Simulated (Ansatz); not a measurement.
`N[Si](F)([SiH3])S` + `CC=N` → `F[SiH]([SiH3])S` + `N=CCN`  (formal exchange of groups at the Si–N bond)

Program: Ansatz. Geometries: PBE0-D4/def2-TZVP. ΔE: electronic, gas phase. CCSD(T)/CBS is the MP2 limit (def2-TZVPP, def2-QZVPP) plus CCSD(T) − MP2 in def2-TZVPP, frozen cores. DFT in def2-TZVPP. B3LYP here is the variant with VWN-RPA as its local correlation; programs differ in this. Each species was taken in one conformer, which may not be the lowest.

| level | ΔE (kJ/mol) | difference from CCSD(T)/CBS |
| --- | --- | --- |
| PBE-D4 | 132.7 | -8.8 |
| r2SCAN-D4 | 140.8 | -0.7 |
| B3LYP-D4 | 140.2 | -1.3 |
| ωB97X-V | 135.8 | -5.7 |
| ωB97M-V | 140.1 | -1.4 |
| B2PLYP | 139.7 | -1.8 |
| PBE | 130.4 | -11.1 |
| r2SCAN | 140.2 | -1.3 |
| PBE0 | 133.6 | -7.9 |
| HF/def2-TZVPP | 138.1 | -3.4 |
| MP2/def2-TZVPP | 143.3 | 1.8 |
| CCSD/def2-TZVPP | 138.1 | -3.4 |
| CCSD(T)/def2-TZVPP | 137.8 | -3.7 |
| MP2/def2-QZVPP | 145.8 | 4.3 |
| MP2/CBS(def2) | 147.1 | 5.6 |
| CCSD/CBS(def2) | 141.9 | 0.4 |
| CCSD(T)/CBS | 141.5 | 0 |

Largest T1 diagnostic among the species: 0.013.

From PBE to PBE0 (25 % exact exchange), in def2-TZVPP and without D4, ΔE moves by +3.1 kJ/mol. The D4 term adds +3.6 kJ/mol with B3LYP and +2.1 kJ/mol with PBE0; it sums over pairs of atoms, weighted by their polarisabilities, and B3LYP, whose exchange is more repulsive, gets the larger term.
